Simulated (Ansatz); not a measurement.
A nudged elastic band was laid between two geometries of CH$_{7}$GaO (10 atoms, charge 0, multiplicity 1).

The calculation used Ansatz, RKS r2SCAN-D4/def2-SVP.

- movable images: 9
- climbing image: yes
- spring: 5.0 eV/Å²
- optimiser: quadratic models (default)
- start path: through a guess of the saddle point
- force threshold: 0.05 eV/Å
- iteration limit: 57
- end points: relaxed

Initial state:

```xyz
10
Properties=species:S:1:pos:R:3
Ga 0.323 -1.632 -0.126
H 1.746 -1.950 -0.717
H -0.965 -1.919 -0.977
H 0.170 -1.560 1.444
H 1.318 0.795 -0.251
O 0.431 0.473 -0.465
C -0.555 1.299 0.163
H -0.474 1.258 1.261
H -0.463 2.336 -0.192
H -1.532 0.900 -0.139
```

Final state:

```xyz
10
Properties=species:S:1:pos:R:3
Ga -0.095 -1.370 0.416
H 2.025 -1.019 -1.315
H -0.987 -1.730 -0.814
H 0.749 -2.273 1.353
H 1.925 -0.411 -0.868
O -0.082 0.350 0.903
C -0.744 1.382 0.221
H -1.351 1.976 0.929
H -0.017 2.073 -0.246
H -1.422 1.021 -0.579
```

(1) What changes between the two ends?

(2) What energy profile does the band end with?

(3) What is the geometry of the highest image?

The band took 30 iterations and roughly 20 core-minutes.

Results:

(1) Bonds broken: Ga1–H2, H5–O6. Bonds formed: H2–H5. CH7GaO becomes CH5GaO + H2.

(2) The forces met the threshold. The highest image is number 5 of 0 to 10, 92.5 kJ/mol above the first end and 67.3 kJ/mol above the last; the last end lies 25.2 kJ/mol above the first. The profile has 2 maxima (images 2, 5) with wells between them (image 3): this band takes more than one step, which may be the mechanism or a detour left from its start path. A vibrational analysis at the climbing image gives one clearly imaginary mode, 1042i cm⁻¹: a first-order saddle point. The orbitals stay closed-shell, which can raise the energy where a bond breaks towards radicals; this wasn't checked here.

```
image  path coordinate (Å)  energy (kJ/mol)  Ga1–H2 (Å)  H5–O6 (Å)  H2–H5 (Å)
    0                 0.00              0.0        1.57       0.97       2.82
    1                 0.88              1.7        1.57       0.97       2.98
    2                 1.75              4.0        1.58       0.97       2.58
    3                 2.63              1.2        1.58       0.97       2.63
    4                 3.51              9.7        1.59       0.97       2.04
    5                 4.39             92.5        1.84       1.35       0.97
    6                 4.88             53.0        2.15       1.84       0.79
    7                 5.36             30.3        2.48       2.32       0.76
    8                 5.85             26.4        2.68       2.67       0.76
    9                 6.34             25.4        2.71       2.78       0.76
   10                 6.83             25.2        2.76       2.78       0.76
```

(3) 
```xyz
10
Properties=species:S:1:pos:R:3
Ga 0.098 -1.495 0.246
H 1.290 -1.013 -1.074
H -1.282 -1.709 -0.439
H 0.880 -2.355 1.272
H 1.123 -0.199 -0.565
O 0.499 0.408 0.464
C -0.453 1.382 0.096
H -1.322 1.360 0.780
H 0.002 2.385 0.154
H -0.833 1.234 -0.935
```

Time of the run: 10 min on 2 threads of Arm Neoverse V2 (shared host), peak memory 0.15 GiB.
